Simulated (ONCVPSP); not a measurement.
## Building the ONCV potential for Si (PBEsol, scalar-relativistic).

- Element: Si (Z = 14)
- Generator: ONCVPSP 4.0.1
- Type: optimised norm-conserving Vanderbilt (ONCV)
- Functional: PBEsol
- Relativity: scalar-relativistic
- Frozen core: [Ne]
- Valence charge: 4
- Reference configuration: 3s1 3p3
- Partial waves: 3s: rc 1.75 bohr, ncon 4, nbas 7, qcut 4.5 1/bohr, 2 projectors, debl 1.9 Ha; 3p: rc 2.10 bohr, ncon 4, nbas 9, qcut 4.5 1/bohr, 2 projectors, debl 1.2 Ha; d scattering state at 0.2 Ha: rc 1.65 bohr, ncon 4, nbas 8, qcut 6.2 1/bohr, 2 projectors, debl 0.4 Ha
- Local potential: polynomial inside 1.40 bohr (lpopt 5, dvloc0 4 Ha)
- Core correction: Teter function, fcfact 2.75, rcfact 1.4

Question: Estimate the cutoffs (Ha) at which the residual kinetic energy of the hardest occupied pseudo-wave falls to 1 and 0.1 mHa per electron.

Answer: 8.2 Ha and 11 Ha.

Question: Does the potential have ghost states?

Answer: No bound ghost flagged; no localised positive-energy state flagged.

Question: Which valence shell sets the plane-wave cutoff?

Answer: 3s: 8 Ha for 1 mHa per electron, against 3 Ha for 3p.

Question: Tests: 3s2 3p2; 3s2 3p1; 3s2 3p0; 3s0 3p4. Which has the largest error in its energy relative to the reference configuration, and how large is it?

Answer: 3s2 3p0, with +4.2 meV (all-electron minus pseudo) on +16.88 eV.
